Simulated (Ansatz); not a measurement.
`ClC1(Cl)O[SiH2]1`, relaxed with RKS PBE0-D4/def2-TZVP in the Gaussian-basis code of Ansatz from a PBE-D4/def2-SVP geometry. The force threshold is 0.005 eV/Å; the program also tests the step.

Total charge 0; spin multiplicity 1.

Start:

```xyz
7

Cl    1.104    1.444   -1.490
C     0.512    0.656    0.004
Cl    0.684    1.751    1.410
O     1.020   -0.629    0.214
Si   -0.710   -0.729   -0.025
H    -1.124   -1.380   -1.304
H    -1.486   -1.112    1.191
```

**Question.** By how much does the energy fall, and how many steps does the optimiser take? (Estimate.)

**Answer.** Computed: 7.39 kJ/mol, in 7 steps.

**Question.** Which bonds change most? (An estimate is asked.)

**Answer.** Computed: O4–Si5 from 1.750 to 1.686 Å; C2–Si5 from 1.848 to 1.815 Å; C2–Cl3 from 1.790 to 1.757 Å; Cl1–C2 from 1.789 to 1.757 Å.

**Question.** Give the relaxed structure. (An estimate is asked.)

**Answer.** Computed: 
```xyz
7

Cl    1.089    1.421   -1.466
C     0.485    0.663    0.000
Cl    0.676    1.724    1.387
O     0.998   -0.632    0.212
Si   -0.668   -0.738   -0.018
H    -1.112   -1.350   -1.285
H    -1.468   -1.088    1.171
```
